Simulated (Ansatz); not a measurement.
# Worked example: C3H5Br + GeH3(SH) → C3H6S + GeH3Br

Species: C3H5Br (allyl bromide) `C=CCBr`, singlet; GeH3(SH), singlet; C3H6S (allyl mercaptan) `C=CCS`, singlet; GeH3Br `[GeH3][Br]`, singlet. The partners trade Br for SH: C–Br and Ge–SH bonds give way to C–SH and Ge–Br.

Shapes, held fixed at every level: PBE0-D4/def2-TZVP. Flexible molecules stand in one conformer, not always the lowest. Programs: Ansatz 0.2.0. The zero-point and thermal change to 298 K, harmonic and unscaled (PBE0-D4/def2-TZVP), is +0.9 kJ/mol.

At CCSD(T)/def2-TZVPP; 1 Eh = 2625.50 kJ/mol:

```
 species   energy (Eh)
  C3H5Br  -2689.792905
GeH3(SH)  -2475.752636
   C3H6S   -515.414041
  GeH3Br  -4650.143558
```

Q: Work out ΔH(298 K) of the reaction at this level.

A: 
1. Products less reactants: (-515.414041) + (-4650.143558) − [(-2689.792905) + (-2475.752636)] = -0.012058 Eh = -31.7 kJ/mol.
2. With the thermal change: -31.7 + (+0.9) = -30.8 kJ/mol.

Other levels give -41.7 (HF/def2-TZVPP) to -31.4 kJ/mol (SPW92/def2-TZVPP). No measured value is set beside it here. Relativity is left out for Br, Ge. Outer-core shells of Br, Ge are correlated in most correlated rows, in sets that cover them unevenly.
